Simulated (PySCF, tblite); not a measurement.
Isomers of C6H7OPS, one GFN2-xTB conformer each. Single-point energies are computed at PBE0/pcSseg-1 (PySCF, gas phase, no added dispersion term), electronic only.

| SMILES | GFN2-xTB relative energy (kJ/mol) |
| --- | --- |
| CO/C=P\c1cccs1 | 83.8 |
| CC(=O)c1csc(C)p1 | 5.4 |
| CC(=O)c1pc(C)cs1 | 0.0 |
| C=Cc1pcoc1SC | 57.0 |

Conformers: `[CH3:1][O:2]/[CH:3]=[P:4]\[c:5]1[cH:6][cH:7][cH:8][s:9]1` with C1–O2–C3–P4 179°, C3–P4–C5–C6 180°; `[CH3:1][C:2](=[O:3])[c:4]1[cH:5][s:6][c:7]([CH3:8])[p:9]1` with C1–C2–C4–C5 180°; `[CH3:1][C:2](=[O:3])[c:4]1[p:5][c:6]([CH3:7])[cH:8][s:9]1` with C1–C2–C4–P5 0°; `[CH2:1]=[CH:2][c:3]1[p:4][cH:5][o:6][c:7]1[S:8][CH3:9]` with C1–C2–C3–P4 0°, O6–C7–S8–C9 0°.

Q: What does PBE0/pcSseg-1 give for the same structures?

A: 
| SMILES | PBE0/pcSseg-1 E (Eh) | PBE0/pcSseg-1 (kJ/mol) | GFN2-xTB (kJ/mol) | point group |
| --- | --- | --- | --- | --- |
| CC(=O)c1pc(C)cs1 | -1046.92284 | 0.0 | 0.0 | Cs |
| CC(=O)c1csc(C)p1 | -1046.92159 | 3.3 | 5.4 | Cs |
| C=Cc1pcoc1SC | -1046.87172 | 134.2 | 57.0 | Cs |
| CO/C=P\c1cccs1 | -1046.86987 | 139.1 | 83.8 | – |

Both levels put the same isomer lowest; measured from each level's own lowest isomer, the values differ by up to 77.2 kJ/mol (C=Cc1pcoc1SC: 57.0 against 134.2). As drawn, the lowest has a C=O bond, which the highest lacks. Neighbours under 10 kJ/mol apart (CC(=O)c1pc(C)cs1 and CC(=O)c1csc(C)p1; C=Cc1pcoc1SC and CO/C=P\c1cccs1) can change places with a better method, another conformer or zero-point energy.

Q: Which frontier levels, dipoles and rotational constants go with these structures?

A: 
| SMILES | HOMO (eV, PBE0/pcSseg-1) | LUMO (eV) | dipole (D) | A, B, C (MHz) |
| --- | --- | --- | --- | --- |
| CC(=O)c1pc(C)cs1 | -7.32 | -2.50 | 3.56 | 2306, 913.4, 659.6 |
| CC(=O)c1csc(C)p1 | -7.10 | -1.67 | 3.17 | 2444, 843.0, 631.7 |
| C=Cc1pcoc1SC | -5.98 | -1.09 | 2.32 | 1860, 968.0, 639.2 |
| CO/C=P\c1cccs1 | -5.89 | -1.37 | 2.59 | 2243, 906.6, 648.3 |

Q: What happens when harmonic zero-point energies from GFN2-xTB frequencies are added?

A: 
```
          SMILES  ZPE (kJ/mol)  electronic (kJ/mol)  with ZPE (kJ/mol)
CC(=O)c1pc(C)cs1         296.9                  0.0                0.0
CC(=O)c1csc(C)p1         297.1                  3.3                3.5
    C=Cc1pcoc1SC         295.6                134.2              132.9
  CO/C=P\c1cccs1         296.3                139.1              138.5
```

The zero-point energies span 1.5 kJ/mol. The order is unchanged.

Q: As an exercise, what shares would exp(−E/RT) give at 500 K from these electronic energies alone (no entropy, no degeneracies)?

A: RT = 4.157 kJ/mol: CC(=O)c1pc(C)cs1 68.7 %, CC(=O)c1csc(C)p1 31.3 %, C=Cc1pcoc1SC under 0.1 %, CO/C=P\c1cccs1 under 0.1 %.
